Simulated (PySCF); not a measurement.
Isomers of C7H9N3, one GFN2-xTB conformer each. Single-point energies are computed at PBE0/pcSseg-1 (PySCF, gas phase, no added dispersion term), electronic only.

Question: Rank them by PBE0/pcSseg-1 energy, lowest first (kcal/mol).
A. `[CH:1]#[C:2][c:3]1[cH:4][n:5]([CH2:6][CH2:7][CH3:8])[n:9][n:10]1` with C4–N5–C6–C7 96°, N5–C6–C7–C8 -65°
B. `[CH2:1]=[CH:2][n:3]1[n:4][cH:5][c:6]([CH:7]2[CH2:8][CH2:9]2)[n:10]1` with C1–C2–N3–N4 179°, C5–C6–C7–C8 -38°
C. `[CH3:1][CH2:2][CH2:3][n:4]1[n:5][cH:6][cH:7][c:8]1[C:9]#[N:10]` with C1–C2–C3–N4 66°, C2–C3–N4–N5 -98°
D. `[CH:1]#[C:2][c:3]1[n:4][n:5]([CH2:6][CH3:7])[n:8][c:9]1[CH3:10]` with N4–N5–C6–C7 -88°
E. `[CH2:1]=[CH:2][n:3]1[n:4][n:5][cH:6][c:7]1[CH:8]1[CH2:9][CH2:10]1` with C1–C2–N3–N4 -4°, C6–C7–C8–C9 38°
F. `[CH3:1][c:2]1[n:3][n:4][n:5][cH:6][c:7]1[CH:8]1[CH2:9][CH2:10]1` with C6–C7–C8–C9 -34°
G. `[CH3:1][c:2]1[n:3][cH:4][n:5][c:6]([CH:7]2[CH2:8][CH2:9]2)[n:10]1` with N5–C6–C7–C8 34°
H. `[CH:1]#[C:2][c:3]1[n:4][n:5][n:6]([CH2:7][CH3:8])[c:9]1[CH3:10]` with N5–N6–C7–C8 92°
I. `[CH2:1]=[C:2]([CH3:3])[c:4]1[n:5][cH:6][n:7][c:8]([CH3:9])[n:10]1` with C1–C2–C4–N5 0°
J. `[CH:1]#[C:2][c:3]1[cH:4][n:5][n:6][n:7]1[CH:8]([CH3:9])[CH3:10]` with N6–N7–C8–C9 -119°

Answer: I (0.0), G (3.5), C (15.5), B (44.5), D (50.4), E (53.1), F (55.2), H (56.2), J (59.3), A (61.5).

As drawn, the lowest has a C=C bond outside aromatic rings, which the highest lacks; the highest has a C≡C bond and an N–N linkage, which the lowest lacks. Neighbours under 2.5 kcal/mol apart (C=Cn1nncc1C1CC1 and Cc1nnncc1C1CC1; Cc1nnncc1C1CC1 and C#Cc1nnn(CC)c1C; C#Cc1cnnn1C(C)C and C#Cc1cn(CCC)nn1) can change places with a better method, another conformer or zero-point energy. GFN2-xTB itself gives, in the same order: 3.5, 0.0, 18.7, 32.1, 40.0, 38.3, 42.7, 44.4, 44.7, 49.5. GFN2-xTB puts Cc1ncnc(C2CC2)n1 lowest instead; measured from each level's own lowest isomer, the values differ by up to 14.8 kcal/mol (C=Cn1nncc1C1CC1: 38.3 against 53.1).

Q: Which frontier levels, dipoles and rotational constants go with these structures?

A: 
| SMILES | HOMO (eV, PBE0/pcSseg-1) | LUMO (eV) | dipole (D) | A, B, C (MHz) |
| --- | --- | --- | --- | --- |
| C=C(C)c1ncnc(C)n1 | -7.50 | -1.85 | 0.88 | 2630, 1064, 764.5 |
| Cc1ncnc(C2CC2)n1 | -7.57 | -1.18 | 0.92 | 3421, 905.8, 761.8 |
| CCCn1nccc1C#N | -7.72 | -1.23 | 2.26 | 1686, 1340, 854.7 |
| C=Cn1ncc(C2CC2)n1 | -6.69 | -0.96 | 1.17 | 4146, 765.4, 680.5 |
| C#Cc1nn(CC)nc1C | -6.89 | -0.53 | 0.96 | 2558, 906.5, 715.3 |
| C=Cn1nncc1C1CC1 | -7.01 | -0.99 | 4.94 | 2448, 1039, 773.5 |
| Cc1nnncc1C1CC1 | -6.84 | -1.55 | 6.41 | 2382, 1122, 815.3 |
| C#Cc1nnn(CC)c1C | -6.80 | -0.26 | 5.48 | 2922, 915.9, 749.7 |
| C#Cc1cnnn1C(C)C | -7.24 | -1.02 | 4.52 | 1734, 1422, 939.5 |
| C#Cc1cn(CCC)nn1 | -7.00 | -0.44 | 4.96 | 3212, 763.3, 679.7 |
